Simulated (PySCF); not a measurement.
Br2H2O2Si, SMILES O[Si](O)(Br)Br.

The structure is a stationary point at B3LYP-D3(BJ)/def2-SVP. Other conformers were not sampled.

Two levels are set side by side: PBE/def2-TZVP (PySCF) and PBE0/def2-TZVP (PySCF). Same geometry, gas phase. Differences are taken from unrounded values.

| quantity | PBE0 | PBE | PBE minus PBE0 |
|---|---|---|---|
| orbital gap (eV) | 8.18 | 5.92 | -2.26 |
| highest occupied level (eV) | -8.57 | -7.27 | 1.30 |
| lowest empty level (eV) | -0.40 | -1.35 | -0.95 |
| dipole moment (D) | 1.75 | 1.73 | -0.02 |
| mean polarisability (bohr³) | 67.2 | 70.1 | 2.8 |

PBE's occupied levels lie high since its potential decays too fast outside the molecule; exact exchange lowers them and widens the gap. PBE's more diffuse valence density responds more strongly to a field. Differences between two approximate levels are no errors against the true value.

Rough cost on one machine, each run with all the roots and properties that it gave: PBE0 against PBE within a factor of 2.
